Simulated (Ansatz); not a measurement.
One change: `C[O][Ga]([OH])[Cl]` becomes `[OH][Ga]([OH])[Cl]`.

Ansatz, PBE0-D4/def2-TZVP geometries, multiplicity 1. Each molecule was computed in one conformer, which needn't be the lowest.

Scalar relativity is left out up to krypton.

```
                               property  `C[O][Ga]([OH])[Cl]`
     LUMO energy (PBE0/def2-TZVPP) / eV                 -1.12
      LUMO energy (PBE/def2-TZVPP) / eV                 -2.09
  LUMO energy (ωB97M-V/def2-TZVPP) / eV                  0.75
  HOMO–LUMO gap (B3LYP/def2-TZVPP) / eV                  6.57
  HOMO energy (ωB97M-V/def2-TZVPP) / eV                -10.69
HOMO–LUMO gap (ωB97M-V/def2-TZVPP) / eV                 11.44
```

**Question.** What does the change do to each property? (An estimate is asked.)

**Answer.** Computed: 
```tsv
property	`[OH][Ga]([OH])[Cl]`	shift
LUMO energy (PBE0/def2-TZVPP) / eV	-1.20	-0.08
LUMO energy (PBE/def2-TZVPP) / eV	-2.16	-0.07
LUMO energy (ωB97M-V/def2-TZVPP) / eV	0.64	-0.11
HOMO–LUMO gap (B3LYP/def2-TZVPP) / eV	7.38	0.81
HOMO energy (ωB97M-V/def2-TZVPP) / eV	-11.56	-0.87
HOMO–LUMO gap (ωB97M-V/def2-TZVPP) / eV	12.21	0.77
```

With PBE0 the HOMO falls by 0.95 eV and the LUMO falls by 0.08 eV, so the gap widens by about 0.87 eV. PBE moves the HOMO by -0.80 eV and ωB97M-V by -0.87 eV.

B3LYP here is the variant with VWN-RPA as its local correlation; programs differ in this.
